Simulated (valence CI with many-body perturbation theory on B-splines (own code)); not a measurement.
A CI+MBPT run for In XXXV

Computed by relativistic CI+MBPT: five valence electrons over a frozen Dirac-Fock core [Ne], radial functions for each j: 5 s, 5 p, 3 d, 2 f, with the one-electron correlation potential Σ1 (screened to all orders), the two-electron term Σ2, the three-electron term Σ3, Breit, model QED; selected single and double excitations, second order for the rest, scaled by the run's own slope (own B-spline code, finite nucleus).

Command, and the settings that its task file holds:

```sh
python run_cv.py task.json out
```

```
atom In  Z=49  mass_number=115  rms_radius_fm=4.6156
core [Ne]
valence 3s2 3p3
avg = 1
basis = S
breit = 1
cap = 10000
capref = 1200
cscale = 1
de = 0.0
dress = 0
eps = 2e-08
extrap = 1
h = 0.27
hh = 1
l2 = 3
lcore = 6
maxit = 60
n2 = 5
natural = 0
nlev = 20
nno = [2, 2, 1, 1, 0]
nroot = 26
nsp = [3, 3, 2, 1, 0]
pt2 = 1
qed = 1
rpa = 1
s1 = 1
s2 = 1
s3 = 1
screen = 1
tol = 2e-05
whole = 1
```

It took 14 s on 1 thread of Intel(R) Xeon(R) Platinum 8559C (Emerald Rapids), with other jobs on the host.

Log. The first blocks belong to the next ion, which gives the ionisation energy. Fields: 2J, parity (1 odd), roots, reference size, generating configurations, candidates as configurations/state functions, variational space P, stored matrix elements, Davidson steps; e2 is the range of second-order energies in hartree. The first line gives the box (bohr), its intervals, the orbitals and the steps of their self-consistent field. Window is the range of levels sought, series limit the energy at which the first omitted orbital would enter, core excitation an estimate of the first excitation out of the core, left out the lowest levels not solved, and shifts from estimates the range by which levels moved from their first estimate, all in cm⁻¹.

```
rmax 2.4 intervals 57 orbitals 25 references ['3s2 3p3', '3s 3p4', '3s2 3p2 3d', '3p5', '3s 3p3 3d'] scf 4 t 0.7
2J=0 par=0 roots 2 ref 24 generators 8 cand 647/922 P 667/946 nnz 0 it 0
2J=0 par=0 roots 2 ref 24 generators 12 cand 302/473 P 969/1419 nnz 0 it 4
   second order: generators 18 cand 1550/2657 e2 -0.00001 -0.00001
reference levels 559, estimated 49, window 1614577 1/cm; series limit 12006474, core excitation 27101397
2J=3 par=1 roots 4 ref 66 generators 16 cand 201/958 P 777/3519 nnz 1.5e+06 it 4
2J=3 par=1 roots 4 ref 66 generators 28 cand 962/6461 P 1739/9980 nnz 8.8e+06 it 7
   second order: generators 34 cand 3803/44591 e2 -0.00019 -0.00003
2J=5 par=1 roots 2 ref 65 generators 10 cand 183/975 P 696/3571 nnz 1.6e+06 it 4
2J=5 par=1 roots 2 ref 65 generators 22 cand 872/6228 P 1568/9799 nnz 9.2e+06 it 7
   second order: generators 27 cand 3738/51662 e2 -0.00030 -0.00004
2J=1 par=1 roots 2 ref 41 generators 12 cand 253/983 P 1012/3535 nnz 1.3e+06 it 4
2J=1 par=1 roots 2 ref 41 generators 19 cand 1143/5514 P 2155/9049 nnz 6.3e+06 it 6
   second order: generators 27 cand 3066/21643 e2 -0.00003 -0.00001
2J=5 par=0 roots 7 ref 74 generators 18 cand 229/975 P 764/3533 nnz 1.5e+06 it 9
2J=5 par=0 roots 7 ref 74 generators 26 cand 844/6261 P 1608/9794 nnz 8.7e+06 it 9
   second order: generators 38 cand 4330/54628 e2 -0.00029 -0.00011
2J=3 par=0 roots 7 ref 71 generators 18 cand 212/978 P 806/3533 nnz 1.4e+06 it 5
2J=3 par=0 roots 7 ref 71 generators 28 cand 943/6438 P 1749/9971 nnz 8.5e+06 it 8
   second order: generators 39 cand 4097/43633 e2 -0.00020 -0.00010
2J=1 par=0 roots 5 ref 44 generators 20 cand 227/975 P 1072/3420 nnz 1.1e+06 it 6
2J=1 par=0 roots 5 ref 44 generators 23 cand 1255/6030 P 2327/9450 nnz 6.7e+06 it 10
   second order: generators 32 cand 3181/21117 e2 -0.00002 -0.00001
2J=7 par=0 roots 4 ref 54 generators 13 cand 93/617 P 695/3161 nnz 1.2e+06 it 4
2J=7 par=0 roots 4 ref 54 generators 22 cand 778/6839 P 1473/10000 nnz 9.9e+06 it 6
   second order: generators 32 cand 3946/53149 e2 -0.00012 -0.00010
2J=9 par=0 roots 2 ref 34 generators 9 cand 159/1055 P 787/3741 nnz 1.8e+06 it 4
2J=9 par=0 roots 2 ref 34 generators 16 cand 850/5545 P 1637/9286 nnz 8.6e+06 it 5
   second order: generators 23 cand 2525/32298 e2 -0.00003 -0.00003
left out: unestimated 2339443, estimated 1770312, shifts from estimates -15 to 4
operators 0.4
```

The Davidson iterations converged. The settings are bad on purpose, so the numbers may not be properties of the ion.

The last digits are not significant, and no measured levels were compared; by estimate large intervals hold to a few tenths of a per cent, small ones and those within an open d or f shell to about a per cent.

```
Valence energy                            : -444.021 hartree
Ionisation energy                         : 2189.8 eV (NIST: 2207 ± 8 eV (semi-empirical))
Reference configurations for the orbitals : 3s2 3p3, 3s 3p4, 3s2 3p2 3d, 3p5, 3s 3p3 3d
Radial orbitals                           : 25
Box radius                                : 2.408 bohr
Largest variational space                 : 10000
Lowest levels                             : (3s^2 3p1/2^2 3p3/2) J=3/2 0.00, (3s^2 3p1/2 3p3/2^2) J=3/2 43.11, (3s^2 3p1/2 3p3/2^2) J=5/2 50.35, (3s^2 3p1/2 3p3/2^2) J=1/2 59.22, (3s^2 3p3/2^3) J=3/2 103.07, (3s 3p1/2^2 3p3/2^2) J=5/2 131.20, (3s^2 3p1/2^2 3d3/2) J=3/2 132.07, (3s 3p1/2^2 3p3/2^2) J=1/2 151.93, (3s^2 3p1/2^2 3d5/2) J=5/2 153.98, (3s 3p1/2^2 3p3/2^2) J=3/2 154.16, (3s^2 3p1/2 3p3/2 3d3/2) J=3/2 [a] 175.80, (3s^2 3p1/2 3p3/2 3d3/2) J=5/2 [a] 176.09, (3s^2 3p1/2 3p3/2 3d3/2) J=1/2 176.95, (3s 3p1/2 3p3/2^3) J=3/2 177.82 eV
```

Levels are named by their leading jj configuration (3d3/2^4 stands for four electrons in 3d with j = 3/2), which in mixed levels can hold well under half, so a name can repeat and another be missing. Letters in brackets count levels of one name in rising energy.
